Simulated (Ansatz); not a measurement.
CH$_{8}$BNOSi, SMILES `N[SiH2]CBO` at its PBE0-D4/def2-TZVP geometry, where that method's forces vanish. Total charge 0; spin multiplicity 1.

```xyz
13

N     1.4181   -0.9898    1.3310
Si    0.9030    0.5531    0.7722
C     0.0608    0.6013   -0.9135
B    -1.2472   -0.2255   -0.9346
O    -2.4332    0.4077   -0.7303
H     0.7464   -1.6792    1.6269
H     2.2315   -1.4291    0.9322
H     2.1191    1.4071    0.6987
H    -0.0431    1.0969    1.7826
H    -0.1224    1.6602   -1.1304
H     0.7976    0.2112   -1.6240
H    -1.2478   -1.4229   -1.0848
H    -3.1829   -0.1909   -0.7261
```

(1) What forces (eV/Å) does r2SCAN-D4/def2-TZVPP give on these atoms in Ansatz? (An estimate is asked.)

Results:

(1) The calculation gave: 
```
N1   0.004  0.043  0.031
Si2  0.015  0.036  0.023
C3  -0.011  0.012 -0.028
B4   0.157 -0.135 -0.044
O5  -0.143  0.118  0.032
H6   0.007 -0.033 -0.009
H7  -0.001 -0.034 -0.006
H8  -0.021 -0.013  0.007
H9   0.014 -0.008 -0.019
H10  0.001 -0.001 -0.004
H11 -0.004  0.012  0.007
H12  0.001  0.015  0.008
H13 -0.020 -0.013  0.003
```
